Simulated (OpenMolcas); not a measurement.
N2+: effect of the IPEA shift

```json
{
  "Program": "OpenMolcas",
  "Basis": "ANO-RCC-VTZP [4s3p2d1f]",
  "Scalar Hamiltonian": "DKH2, point nucleus",
  "Active space": "3 electrons in 8 orbitals (2s 2p 3s 3p)",
  "State averaging": "2S+1 = 4 odd, 1 root; 2S+1 = 2 odd, 11 roots; 2S+1 = 4 even, 3 roots; 2S+1 = 2 even, 9 roots",
  "Spin-orbit coupling": "RASSI with atomic mean-field integrals over the reference wave functions, term energies averaged over their components"
}
```

Methods on the same reference wave functions:
A. CASSCF
B. MS-CASPT2, IPEA 0 Eh, imaginary shift 0.1 Eh (closed shells correlated: 1s)
C. MS-CASPT2, IPEA 0.25 Eh, imaginary shift 0.1 Eh (closed shells correlated: 1s)

Energies in cm-1 above 2s2 2p 2P* 1/2, the measured ground level; measured values from Moore, Selected Tables of Atomic Spectra, NSRDS-NBS 3, section 5.

```csv
Level,A,B,C,Measured
2s2 2p 2P* 1/2,0.0,0.0,0.0,0.0
2s2 2p 2P* 3/2,168,168,168,174
2s 2p2 4P 1/2,51737,55870,55780,
2s 2p2 4P 3/2,51795,55930,55830,57247
2s 2p2 4P 5/2,51890,56030,55930,57328
2s 2p2 2D 3/2,106040,100790,101020,101031
2s 2p2 2D 5/2,106045,100790,101030,101024
2s 2p2 2S 1/2,132570,131590,131550,131004
2s 2p2 2P 1/2,155276,146990,147440,145876
2s 2p2 2P 3/2,155392,147100,147560,145986
2p3 4S* 3/2,183804,185870,185840,186797
2p3 2D* 3/2,212344,203790,204440,203089
2p3 2D* 5/2,212347,203800,204440,203075
2p3 2P* 1/2,238960,231240,231450,230404
2p3 2P* 3/2,238977,231260,231470,230409
```

Deviations, from unrounded energies. A percentage is the sum of absolute deviations over the sum of measured energies, with the sign that they share, or ± where signs differ.

| Against measurement | Levels | A | B | C |
| --- | --- | --- | --- | --- |
| mean absolute deviation (cm-1) | 13 | 6100 | 770 | 950 |
| fine structure of the ground term (%) | 1 | -3.9 | -3.5 | -3.5 |
| other configurations (%) | 12 | ±4.5 | ±0.6 | ±0.7 |

B lies closest to measurement on these levels and A furthest from it. The largest miss of B in the table is 2s 2p2 4P 3/2, by -1300 cm-1. The ranking rests on the paired levels alone, and a cruder setting can come out closer through cancelling errors.

Between B and C the level of the table that moves most is 2p3 2D* 5/2, by 640 cm-1 (lowest in B, highest in C). Moves below CASPT2's spread within the term are not significant.

The mean deviations of B to C differ by less than CASPT2's widest spread within a term (580 cm-1), so their order carries little weight.

The lowest spin-free term lies below A's lowest term by 0.037 hartree in B, 0.036 hartree in C.

Term energies are means over components that CASPT2 splits; among the terms shown or strongly mixed into the levels shown the widest spread is 580 cm-1 (2p3 2D*, C). Active for correlation alone: 3p 3s; no level in the range computed is led by a configuration that fills them, so any true level of that kind is missing. Measured partners are found by configuration, term and J. A level has none where our copy of the source lacks it or the pairing is in doubt (some pairs that miss far off the trend of their configuration count as doubtful), and it then counts in no deviation. Only configurations of the active space appear.

* marks odd parity.
